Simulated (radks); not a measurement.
The nuclear charge of neutral tantalum is varied continuously with 73 electrons held in [Xe] 4f14 5d3 6s2. All-electron calculation, Dirac Kohn-Sham, LDA (Slater exchange, Perdew-Wang correlation), spin-unpolarised, spherical densities, point nucleus; open shells fill j = l - 1/2 first. Program: a radial shooting solver on a logarithmic mesh with Libxc functionals. By the Hellmann-Feynman theorem dE/dZ = E(electron-nucleus)/Z, the electronic potential at the nucleus.

| Z | E (hartree) | E(electron-nucleus)/Z (hartree) | HOMO | e(HOMO) (eV) | <r> HOMO (bohr) |
|---|---|---|---|---|---|
| 72.8 | -15510.1668 | -531.458 | 5d3/2 | -2.301 | 2.319 |
| 72.9 | -15563.3697 | -532.601 | 5d3/2 | -3.099 | 2.261 |
| 73 | -15616.6869 | -533.743 | 5d3/2 | -3.936 | 2.209 |
| 73.1 | -15670.1183 | -534.885 | 5d3/2 | -4.809 | 2.162 |
| 73.2 | -15723.6639 | -536.027 | 5d3/2 | -5.716 | 2.118 |
| 73.3 | -15777.3237 | -537.169 | 5d3/2 | -6.656 | 2.079 |
| 73.4 | -15831.0978 | -538.312 | 5d3/2 | -7.627 | 2.042 |
| 73.5 | -15884.9861 | -539.455 | 5d3/2 | -8.628 | 2.007 |
| 73.6 | -15938.9888 | -540.599 | 5d3/2 | -9.657 | 1.975 |
| 73.7 | -15993.1058 | -541.742 | 5d3/2 | -10.713 | 1.945 |
| 73.8 | -16047.3373 | -542.887 | 6s1/2 | -11.586 | 2.949 |
| 73.9 | -16101.6832 | -544.032 | 6s1/2 | -12.429 | 2.913 |
| 74 | -16156.1436 | -545.177 | 6s1/2 | -13.290 | 2.878 |

The central difference of E at Z = 73 is -533.743 hartree, to compare with the third column; the second derivative is -11.4 hartree.
